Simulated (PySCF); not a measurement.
Species: C3H7FSi.
SMILES with atom numbers: `[F:1][C@@H:2]1[CH2:3][C@H:4]1[SiH3:5]`

Definitions: NICS(0) = −σiso at the ring centroid; NICS(1) = −σiso and NICS(1)zz = −σzz at ±1 Å along the ring normal z. Level: GIAO PBE0/pcSseg-1 (PySCF, non-relativistic, gas phase) on the GFN2-xTB geometry, one conformer.

Ring bond lengths (Å), with Mayer bond orders in brackets: C2–C3 1.488 (0.96), C3–C4 1.510 (0.94), C4–C2 1.494 (0.94).

Q: Give the NICS values of each ring in ppm.

A: 
| ring | type | NICS(0) | NICS(1), two faces | NICS(1)zz, two faces | rms pucker (Å) | centre to ring atoms, mean (Å) |
| --- | --- | --- | --- | --- | --- | --- |
| C2–C3–C4 | 3-membered carbocycle; formal bonds all single | -40.0 | -10.2 / -6.2 | -24.4 / -15.6 | 0.00 | 0.86 |

Q: What do they say, and how far can they be read as aromaticity?

A: 
- C2–C3–C4: mean NICS(1)zz -20.0 ppm, shielded. C2, C3, C4 have four or more neighbours, so the value isn't read as a sign of a π ring current. The two faces differ by 8.8 ppm, so no symmetry operation interchanges them. NICS(0) lies 32 ppm below the mean NICS(1).

Q: At the second NICS(1) probe listed for ring C2–C3–C4, 1 Å off the ring, what do the in-plane components average?

A: The isotropic value is a third of the trace: (3 × -6.2 − (-15.6))/2 = -1.5 ppm.

Q: List the ring angles and the Hirshfeld charges of the ring atoms.

A: 
- C2–C3–C4: C2 60.9° (+0.047 e), C3 59.8° (-0.096 e), C4 59.3° (-0.142 e); sum 180.0° against 180° for a flat convex ring.
